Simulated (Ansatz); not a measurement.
`[CH3][V](=[NH])([OH])[Cl]`. Total charge 0; spin multiplicity 1. All single points use the PBE0-D4/def2-TZVP geometry. It is one conformer, not always the lowest.

```xyz
10

C    -0.417   -1.257    0.339
V     0.037    0.583   -0.312
N    -0.241    1.487    0.977
O     1.778    0.592   -0.619
Cl   -1.257    1.033   -1.991
H     0.176   -1.517    1.216
H    -1.480   -1.269    0.589
H    -0.214   -1.949   -0.485
H    -0.439    2.147    1.718
H     2.057    0.150   -1.431
```

(1) What is the dipole moment at ωB97M-V/def2-TZVPP? (Best estimate.)

(2) And with PBE, r2SCAN, B3LYP? (An estimate is asked.)

(3) Give the Mulliken charges with ωB97M-V, B3LYP, PBE in def2-TZVPP. (Best estimate.)

Results:

(1) Ansatz gave: 1.24 D, with components (0.44, -0.80, 0.84) D in this frame, pointing from negative to positive charge.

(2) The calculation gave: PBE 1.02 D, r2SCAN 1.13 D, B3LYP 1.14 D.

(3) Computed: 
```json
{"atom": "C1", "ωB97M-V": "-0.47", "B3LYP": "-0.45", "PBE": "-0.44"}
{"atom": "V2", "ωB97M-V": "0.83", "B3LYP": "0.97", "PBE": "0.82"}
{"atom": "N3", "ωB97M-V": "-0.46", "B3LYP": "-0.54", "PBE": "-0.50"}
{"atom": "O4", "ωB97M-V": "-0.38", "B3LYP": "-0.41", "PBE": "-0.36"}
{"atom": "Cl5", "ωB97M-V": "-0.25", "B3LYP": "-0.29", "PBE": "-0.26"}
{"atom": "H6", "ωB97M-V": "0.14", "B3LYP": "0.12", "PBE": "0.12"}
{"atom": "H7", "ωB97M-V": "0.15", "B3LYP": "0.13", "PBE": "0.13"}
{"atom": "H8", "ωB97M-V": "0.13", "B3LYP": "0.11", "PBE": "0.11"}
{"atom": "H9", "ωB97M-V": "0.14", "B3LYP": "0.17", "PBE": "0.18"}
{"atom": "H10", "ωB97M-V": "0.18", "B3LYP": "0.18", "PBE": "0.19"}
```

B3LYP here is the variant with VWN-RPA as its local correlation; programs differ in this.
